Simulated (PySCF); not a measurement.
SMILES F[SiH2][O][Ge]([Cl])([Cl])[Cl] (PBE0/def2-SVP optimised geometry):

```
9

Si    -0.737    -2.841     2.592
F     -0.229    -4.187     1.853
O     -1.287    -1.779     1.442
Ge    -0.703    -0.998     0.000
Cl    -1.421    -2.035    -1.707
Cl    -1.428     0.998     0.000
Cl     1.428    -0.998     0.000
H      0.419    -2.266     3.322
H     -1.890    -3.176     3.457
```

Calculation: PySCF with PBE0/def2-TZVP.

Question: What are the frontier orbital energies and the dipole moment?

Answer: HOMO-2 -9.76 eV, HOMO-1 -9.60 eV, HOMO -9.56 eV, LUMO -1.95 eV, LUMO+1 0.12 eV; dipole moment 1.30 D.

On the same geometry PBE/def2-TZVP run with PySCF gives HOMO-2 -8.27 eV, HOMO-1 -8.14 eV, HOMO -8.06 eV, LUMO -2.95 eV, LUMO+1 -0.76 eV; dipole moment 1.20 D.

Meta-Löwdin charges at PBE0/def2-TZVP: Si1 1.15, F2 -0.50, O3 -0.80, Ge4 1.13, Cl5 -0.24, Cl6 -0.24, Cl7 -0.26, H8 -0.12, H9 -0.11.
